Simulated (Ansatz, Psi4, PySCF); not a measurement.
Cl2Te, triplet, geometry from GFN2-xTB (a higher spin typed on purpose: for a closed-shell molecule this is an excited state) (all electrons, no relativity). Base run: PySCF with B3LYP/STO-3G.

Geometry (Å):
```xyz
3

Te    -0.0682    -0.0519     0.7392
Cl     1.1492     1.3551    -1.2007
Cl    -0.9404    -1.1964    -1.0604
```
Charge 0, spin multiplicity 3.
Orbitals are unrestricted.
All else is at PySCF's defaults.

The same geometry, method and basis name were run in Ansatz (a program for electronic structure) and Psi4 and PySCF, at each program's defaults and at the settings that a row names. The base is PySCF at its defaults. Differences at the defaults can come from grids, fitting, cores and function types together.

| code and settings | ΔE vs base (mEh) | basis functions | E (Eh) | SCF cycles | dipole (D) |
|---|---|---|---|---|---|
| PySCF, defaults (exact integrals, its default grid, spherical functions) | 0.000 | 45 | -7459.57419 | 10 | 3.11 |
| Ansatz, defaults (factorised integrals, its default grid, spherical functions) | -0.006 | 45 | -7459.57419 | - | - |
| PySCF, fine grid | -0.003 | 45 | -7459.57419 | 10 | 3.11 |
| Psi4, exact integrals, spherical functions, fine grid | 0.018 | 45 | -7459.57417 | 11 | 3.11 |
| Ansatz, high accuracy | -0.005 | 45 | -7459.57419 | - | - |

Open shells are given as the SCF converged; they aren't shown to be the lowest states, and a large step between rows can be another state.
